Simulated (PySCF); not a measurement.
Species: (HAlNH)4 cubane, Al₄H₈N₄.
Bonds: Al1–N3, Al1–N6, Al1–N9, N3–Al4, N3–Al10, Al4–N6, Al4–N12, N6–Al7, Al7–N9, Al7–N12, N9–Al10, Al10–N12. Hydrogens: H2 on Al1; H13 on N3; H5 on Al4; H14 on N6; H8 on Al7; H15 on N9; H11 on Al10; H16 on N12.

Theory: PySCF, PBE0-D3(BJ)/def2-SVP geometry optimisation, gas phase.

(1) List the bond lengths, angles and torsions at this level.

Answers

(1) 
```
                    bond  length (Å)
 Al1–H2 and 3 like bonds       1.584
Al1–N3 and 11 like bonds       1.934
 N3–H13 and 3 like bonds       1.016
```

Bonds in one row agree within 0.01 Å and their mean is given. A selection of angles:
```
      angle  degrees
  N3–Al1–N6     89.4
 Al1–N3–Al4     90.6
Al1–N9–Al10     90.5
 H13–N3–Al1    124.8
 H13–N3–Al4    124.9
H13–N3–Al10    124.9
 H14–N6–Al1    124.9
```

Torsions: N6–Al1–N3–Al4 0° (synperiplanar); N3–Al1–N6–Al4 0° (synperiplanar); N3–Al1–N9–Al7 -90°; Al1–N3–Al4–N6 0° (synperiplanar); Al1–N3–Al10–N9 1° (synperiplanar); N3–Al4–N6–Al1 0° (synperiplanar); N3–Al4–N12–Al7 90°; Al1–N6–Al7–N9 -1° (synperiplanar); N6–Al7–N9–Al1 1° (synperiplanar); N6–Al7–N12–Al4 -1° (synperiplanar); Al1–N9–Al10–N3 -1° (synperiplanar); N3–Al10–N12–Al4 1° (synperiplanar).

Al1 (aluminium bonded to 3 N and H) has angles from 89.4° to 125.7°. All 12 Al–N bonds measure 1.933 to 1.935 Å. N3 (nitrogen bonded to 3 Al and H) has angles from 90.5° to 124.9°.

Point group: Td (every atom within 0.08 Å of its image). Stationary, but not proved a minimum. The numbers are those of one conformer.

The run took 7.9 min of wall time on Intel Xeon at 2.50 GHz, one thread, no GPU, shared host with 64 logical CPUs at a one-minute load of 56, and the process peaked at 0.73 GiB of memory. This is the geometry optimisation.
